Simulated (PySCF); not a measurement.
# Correlation energy of Pd²⁺ (palladium, charge +2)

[Kr] 4d8, high-spin 3F determinant. Computed with PySCF 2.14 in aug-cc-pVTZ-DK (9s8p6d3f2g, 102 functions), with scalar relativity by spin-free X2C-1e. Frozen: [Kr]; 8 electrons correlated.

```tsv
level	correlation energy (mhartree)
CCSD	-210.94
(T)	-5.42
CCSD(T)	-216.36
```

Diagnostics: T1 = 0.0018, D1 = 0.0027, largest double amplitude 0.014.

Cost of the coupled-cluster step: of the order of 50 core-seconds, for 8 correlated electrons.
